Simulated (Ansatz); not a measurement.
Pulling the pair apart

The pair of H₃O⁺ (SMILES [OH3+], atoms 1–4) and AsH₃ (SMILES [AsH3], atoms 5–8), both closed shells, in one local arrangement (a lower one may exist), relaxed at PBE0-D4/def2-TZVP:

O1  (0.306, 0.155, -1.396)
H2  (0.596, 0.986, -1.815)
H3  (-0.556, -0.141, -1.742)
H4  (0.327, 0.193, -0.364)
As5  (-0.101, -0.310, 1.962)
H6  (0.034, -1.551, 1.086)
H7  (-1.385, 0.129, 1.264)
H8  (0.781, 0.538, 1.006)
(Å)

AsH₃ is shifted rigidly along the line between the mean atom positions of the two fragments (negative: closer). Counterpoise interaction energies in kJ/mol. Program: Ansatz 0.2.0. Basis: def2-TZVPPD. Cores are frozen in the correlated methods. Filled d shells of the heavier atoms are correlated. The def2 sets are not built for correlating such inner shells, so the correlated values are less sure here.

```tsv
shift (Å)	HF	MP2	PBE-D4
-0.24	-17.9	-45.7	-64.1
-0.12	-29.5	-53.4	-71.2
0.00	-35.5	-56.0	-73.2
0.12	-37.8	-55.3	-71.8
0.29	-37.2	-51.1	-66.6
0.60	-30.9	-40.0	-52.9
1.21	-17.7	-21.4	-29.3
2.42	-5.4	-6.1	-7.7
```

At the largest shift the D4 term itself is slightly repulsive (PBE-D4 +2.8 meV): a quirk of that model, not of the functional.

Problem. What does CCSD(T) give at these shifts? (Judge from chemistry; the value comes from the calculation.)

Solution. The calculation gives: -43.3, -51.5, -54.5, -54.2, -50.4, -39.5, -21.2, -6.0 kJ/mol. For zero shift, CCSD(T) at an estimated basis limit (MP2 extrapolated from triple and quadruple zeta, plus CCSD(T) − MP2 in triple zeta) gives -58.2 kJ/mol. These are counterpoise interaction energies, counted from the two frozen fragments.

No T1 diagnostic of these runs exceeds 0.012.

For scale, one of the runs: CCSD(T)/def2-TZVPPD, 196 basis functions, launched by `ansatz run in.yaml --threads 4 --pin off --events-out ev --progress --plain --max-ram 9574MiB`. The run took 12 s on 4 CPU threads of an Intel Xeon 6975P-C (shared host), with 2.5 GiB of host memory at its peak.
